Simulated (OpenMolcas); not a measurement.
# What dynamic correlation does to the levels of F3+

```json
{"Program": "OpenMolcas", "Basis": "ANO-RCC-VTZP [4s3p2d1f]", "Scalar Hamiltonian": "DKH2, point nucleus", "Active space": "4 electrons in 9 orbitals (RAS2 2s 2p; RAS3 3d, at most 2 electrons)", "State averaging": "2S+1 = 3 even, 3 roots; 2S+1 = 1 even, 6 roots; 2S+1 = 5 odd, 1 root; 2S+1 = 3 odd, 9 roots; 2S+1 = 1 odd, 8 roots", "Spin-orbit coupling": "state interaction with AMFI integrals over the reference wave functions, term energies averaged over their components"}
```

Methods on the same reference wave functions:
A. RASSCF
B. SS-RASPT2, IPEA 0.25 Eh, imaginary shift 0.1 Eh (closed shells correlated: 1s)
C. XMS-RASPT2, IPEA 0.25 Eh, imaginary shift 0.1 Eh (closed shells correlated: 1s)

Energies in cm-1 above 2s2 2p2 3P0, the measured ground level; measured values from Moore, Atomic Energy Levels, vol. I, NSRDS-NBS 35 (1971 reprint of NBS Circular 467, 1949).

| Level | A | B | C | Measured |
| --- | --- | --- | --- | --- |
| 2s2 2p2 3P0 | 0.0 | 0.0 | 0.0 | 0.0 |
| 2s2 2p2 3P1 | 223 | 223 | 223 | 225 |
| 2s2 2p2 3P2 | 652 | 652 | 652 | 613 |
| 2s2 2p2 1D2 | 27264 | 26050 | 25960 | 25241 |
| 2s2 2p2 1S0 | 57063 | 54980 | 55060 | 53544 |
| 2s 2p3 5S* 2 | 71742 | 73340 | 73420 |  |
| 2s 2p3 3D* 1 | 150514 | 148690 | 148750 | 147902 |
| 2s 2p3 3D* 2 | 150515 | 148690 | 148750 | 147889 |
| 2s 2p3 3D* 3 | 150521 | 148700 | 148760 | 147842 |
| 2s 2p3 3P* 0 | 180014 | 176840 | 176900 |  |
| 2s 2p3 3P* 1 | 180015 | 176840 | 176900 | 175242 |
| 2s 2p3 3P* 2 | 180019 | 176850 | 176900 | 175237 |
| 2s 2p3 1D* 2 | 234891 | 230950 | 231020 |  |
| 2s 2p3 3S* 1 | 244100 | 240230 | 240310 |  |
| 2s 2p3 1P* 1 | 265984 | 260550 | 260610 | 257390 |

Deviations, from unrounded energies. A percentage is the sum of absolute deviations over the sum of measured energies, with the sign that they share, or ± where signs differ.

```csv
Against measurement,Levels,A,B,C
mean absolute deviation (cm-1),10,3200,1100,1100
fine structure of the ground term (%),2,±4.9,±4.9,±4.9
other terms of the ground configuration (%),2,+7.0,+2.9,+2.8
other configurations (%),6,+2.5,+0.8,+0.9
```

B, C lie about equally close to measurement and A furthest from it. The largest miss of B in the table is 2s 2p3 1P* 1, by +3200 cm-1. The ranking rests on the paired levels alone, and a cruder setting can come out closer through cancelling errors.

Between B and C the level of the table that moves most is 2s2 2p2 1D2, by 85 cm-1 (lowest in C, highest in B). Moves below CASPT2's spread within the term are not significant.

The mean deviations of B to C differ by less than CASPT2's widest spread within a term (38 cm-1), so their order carries little weight.

From A to B the spin-free energies of the other terms of 2s2 2p2 shown, above 3P, scale by factors of 0.95 to 0.96.

The lowest spin-free term lies below A's lowest term by 0.025 hartree in B, 0.026 hartree in C.

CASPT2 does not keep the components of a term degenerate, so their means are used; among the terms shown or strongly mixed into the levels shown the widest spread is 38 cm-1 (2s 2p3 3D*, C). Active for correlation alone: 3d; no level in the range computed is led by a configuration that fills it, so any true level of that kind is missing. Computed and measured levels are paired by configuration, term and J; levels that our copy of the source lacks, or whose pairing is in doubt (as where it misses far off the trend of its configuration), stay unpaired and out of the deviations. Only configurations of the active space appear.

* marks odd parity.
